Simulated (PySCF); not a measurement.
TiH4, SMILES [TiH4], multiplicity 1. The structure is a stationary point at B3LYP-D3(BJ)/def2-TZVPD. The spin state was assumed, not searched.

Computed equilibrium geometry at B3LYP-D3(BJ)/def2-TZVPD (PySCF confirms it by a frequency run) as bond lengths and angles, and its point group:
point group Td.
Atoms: Ti1 H2 H3 H4 H5. Bonded distances (Å): Ti1–H2 1.697, Ti1–H3 1.697, Ti1–H4 1.697, Ti1–H5 1.697. Angles (°): H2–Ti1–H3 109.5, H2–Ti1–H4 109.5, H2–Ti1–H5 109.5, H3–Ti1–H4 109.5, H3–Ti1–H5 109.5, H4–Ti1–H5 109.5.
